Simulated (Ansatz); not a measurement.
Ga₄As₄H₁₄, a cluster cut from wurtzite GaAs (hydrogen-capped). The state is a triplet with charge 0. Geometry PBE-D4/def2-SVP, that of the neutral singlet; atoms count from 1.

```
atom    x (Å)    y (Å)    z (Å)
 Ga1  -2.0048   1.9832  -0.1880
 As2   0.3960   2.3448   0.6742
 Ga3  -1.5907  -1.9356   1.3102
 As4  -1.7874  -0.4479  -0.6757
 As5   0.7749  -1.2017   2.0186
 Ga6   2.0817   0.5192   0.7870
 Ga7  -0.3344  -1.0312  -2.6105
 As8   1.9091  -0.3747  -1.5276
  H9  -2.8885   2.2430   1.0937
 H10  -2.0404   2.8398  -1.5132
 H11   0.4237   2.9788   2.0614
 H12   1.1077   3.4801  -0.0552
 H13  -2.4918  -1.4321   2.5044
 H14  -1.3883  -3.4431   0.8890
 H15  -3.1790  -0.7965  -1.2023
 H16   0.8263  -0.7513   3.4753
 H17   1.7310  -2.3818   2.1629
 H18   3.5147   0.8783   1.3295
 H19  -0.4841   0.0134  -3.7842
 H20  -0.2017  -2.5939  -2.7878
 H21   2.6954   0.6156  -2.3810
 H22   2.9307  -1.5064  -1.5806
```

Single mean-field runs in def2-TZVP are fitted with def2-universal-jkfit. At PBE0-D4/def2-TZVP a singlet of charge 0 lies 5.08 eV below the triplet at the same geometry.

(1) Estimate the Mulliken populations from the PBE0/def2-TZVP orbitals of Ansatz.

(2) Where does the spin sit?

(3) And the Mayer bond orders between heavy atoms (over 0.3)?

Results:

(1) 
| atom | charge (e) | spin (α − β) |
| --- | --- | --- |
| Ga1 | 0.04 | 0.51 |
| As2 | -0.24 | 0.01 |
| Ga3 | 0.15 | 0.17 |
| As4 | -0.20 | 0.65 |
| As5 | -0.28 | 0.03 |
| Ga6 | 0.26 | 0.10 |
| Ga7 | 0.15 | 0.17 |
| As8 | -0.28 | 0.03 |
| H9 | -0.03 | 0.05 |
| H10 | -0.03 | 0.05 |
| H11 | 0.09 | 0.02 |
| H12 | 0.09 | 0.02 |
| H13 | -0.06 | -0.01 |
| H14 | -0.03 | 0.09 |
| H15 | 0.13 | -0.03 |
| H16 | 0.10 | 0.00 |
| H17 | 0.09 | 0.02 |
| H18 | -0.06 | 0.02 |
| H19 | -0.06 | -0.01 |
| H20 | -0.03 | 0.09 |
| H21 | 0.10 | 0.00 |
| H22 | 0.09 | 0.02 |
Mulliken values depend strongly on the basis.

(2) Summed by element: Ga 0.96, As 0.71, H 0.33, of 2 unpaired in all. Largest on single atoms: As4 0.65, Ga1 0.51, Ga3 0.17.

(3) Ga1–As2 0.62 (2.58 Å); Ga1–As4 0.49 (2.49 Å); As2–Ga6 0.66 (2.49 Å); Ga3–As4 0.67 (2.49 Å); Ga3–As5 0.61 (2.58 Å); As4–Ga7 0.67 (2.49 Å); As5–Ga6 0.72 (2.49 Å); Ga6–As8 0.72 (2.49 Å); Ga7–As8 0.61 (2.58 Å).
